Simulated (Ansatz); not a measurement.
Geometry optimisation, DFT PBE, scalar-relativistic, plane waves, PAW in Ansatz 0.2.0.

Input file:

```yaml
crystal:
  lattice:
    - [5.048742, 0.0, 0.0]
    - [0.0, 5.048742, 0.0]
    - [0.0, 0.0, 17.1647]
  atoms:
    - { symbol: H, position: [0.42778688, 0.0, 0.0582591] }
    - { symbol: H, position: [0.07221316, 0.0, 0.0582591] }
    - { symbol: H, position: [0.92778692, 0.0, 0.0582591] }
    - { symbol: H, position: [0.5722132, 0.0, 0.0582591] }
    - { symbol: H, position: [0.42778688, 0.50000004, 0.0582591] }
    - { symbol: H, position: [0.07221316, 0.50000004, 0.0582591] }
    - { symbol: H, position: [0.92778692, 0.50000004, 0.0582591] }
    - { symbol: H, position: [0.5722132, 0.50000004, 0.0582591] }
    - { symbol: C, position: [0.25000002, 0.0, 0.09523615] }
    - { symbol: C, position: [0.75000006, 0.0, 0.09523615] }
    - { symbol: C, position: [0.25000002, 0.50000004, 0.09523615] }
    - { symbol: C, position: [0.75000006, 0.50000004, 0.09523615] }
    - { symbol: C, position: [0.25000002, 0.25000002, 0.1472324] }
    - { symbol: C, position: [0.75000006, 0.25000002, 0.1472324] }
    - { symbol: C, position: [0.25000002, 0.75000006, 0.1472324] }
    - { symbol: C, position: [0.75000006, 0.75000006, 0.1472324] }
    - { symbol: C, position: [0.0, 0.25000002, 0.19922865] }
    - { symbol: C, position: [0.50000004, 0.25000002, 0.19922865] }
    - { symbol: C, position: [0.0, 0.75000006, 0.19922865] }
    - { symbol: C, position: [0.50000004, 0.75000006, 0.19922865] }
    - { symbol: C, position: [0.0, 0.0, 0.2512249] }
    - { symbol: C, position: [0.50000004, 0.0, 0.2512249] }
    - { symbol: C, position: [0.0, 0.50000004, 0.2512249] }
    - { symbol: C, position: [0.50000004, 0.50000004, 0.2512249] }
    - { symbol: C, position: [0.25000002, 0.0969069, 0.30089078] }
    - { symbol: C, position: [0.75000006, 0.0969069, 0.30089078] }
    - { symbol: C, position: [0.25000002, 0.40309314, 0.27991751] }
    - { symbol: C, position: [0.75000006, 0.40309314, 0.27991751] }
    - { symbol: C, position: [0.08333334, 0.63436442, 0.32827256] }
    - { symbol: F, position: [0.4166667, 0.19896898, 0.35623693] }
    - { symbol: F, position: [-0.03532236, 0.80274937, 0.38536648] }
basis:
  ecutwfc: 420.0
kpoints:
  mp_grid: { grid: [2, 2, 1] }
hamiltonian:
  xc: pbe
  pseudopotentials: { kind: paw, azcp: { folder: soft_1 } }
scf:
  occupations: { method: gaussian, width: 0.05 }
  lower_state_search: "off"
relax:
  f_tol: 0.03
  max_steps: 60
  adjacent_minimum: "off"
  constraints: [{ sites: [0, 1, 2, 3, 4, 5, 6, 7, 8, 9, 10, 11, 12, 13, 14, 15] }]
```

Launched with:

```bash
$ ansatz run input.yaml --threads 1 --pin off --max-ram 3072MiB --backend cpu --events-out ev --progress --plain --runs-dir out
```

Problem. Where does it end, and by what steps?

Solution. It converged. The force dipped under the threshold on the way, but the program's further checks kept it going. Limits of this set-up: coarse k mesh, thin slab, slab without dipole correction, no dispersion correction for a molecule that may bind weakly. After 23 steps the energy has fallen by 12.543 eV; F31 moved furthest, 1.74 Å. The start is strongly strained (largest force component 9 eV/Å), so its close contacts needn't be bonds. Parted: C23–C29 (1.54 → 2.72 Å).

| step | energy less start (eV) | largest force component (eV/Å) | accepted |
| --- | --- | --- | --- |
| 0 | 0.0000 | 9.035 | yes |
| 1 | -4.0088 | 4.795 | yes |
| 2 | -6.7152 | 2.603 | yes |
| 3 | -7.9938 | 1.980 | yes |
| 4 | -8.7992 | 1.712 | yes |
| 5 | -9.5733 | 2.077 | yes |
| 6 | -10.3481 | 2.044 | yes |
| 7 | -10.8152 | 1.238 | yes |
| 8 | -11.1089 | 1.358 | yes |
| 9 | -11.3521 | 0.627 | yes |
| 10 | -11.5186 | 0.542 | yes |
| 11 | -11.5903 | 0.994 | yes |
| 12 | -11.7155 | 0.283 | yes |
| 13 | -11.7640 | 0.191 | yes |
| 14 | -11.8006 | 0.389 | yes |
| 15 | -11.9078 | 0.853 | yes |
| 16 | -12.1205 | 1.156 | yes |
| 17 | -12.3214 | 1.433 | yes |
| 18 | -12.4340 | 1.230 | yes |
| 19 | -12.4776 | 0.726 | yes |
| 20 | -12.5362 | 0.245 | yes |
| 21 | -12.5418 | 0.089 | yes |
| 22 | -12.5427 | 0.026 | yes |
| 23 | -12.5427 | 0.026 | yes |

```xyz
31
Lattice="5.0487 0.0000 0.0000 0.0000 5.0487 0.0000 0.0000 0.0000 17.1647" Properties=species:S:1:pos:R:3
H 2.160 0.000 1.000
H 0.365 0.000 1.000
H 4.684 0.000 1.000
H 2.889 0.000 1.000
H 2.160 2.524 1.000
H 0.365 2.524 1.000
H 4.684 2.524 1.000
H 2.889 2.524 1.000
C 1.262 0.000 1.635
C 3.787 0.000 1.635
C 1.262 2.524 1.635
C 3.787 2.524 1.635
C 1.262 1.262 2.527
C 3.787 1.262 2.527
C 1.262 3.787 2.527
C 3.787 3.787 2.527
C 0.024 1.264 3.351
C 2.501 1.261 3.344
C -0.001 3.786 3.505
C 2.526 3.784 3.500
C 0.005 0.085 4.339
C 2.523 0.081 4.338
C 0.006 2.445 4.359
C 2.513 2.439 4.344
C 1.267 0.421 5.142
C 3.786 0.560 5.031
C 1.270 2.104 5.185
C 3.781 1.947 5.014
C 1.466 2.459 6.649
F 1.258 -0.145 6.405
F 0.287 2.501 7.237
```

Time of the run: 3.3 min on 1 thread of Arm Neoverse V1, on a shared host, peak memory 0.61 GiB.
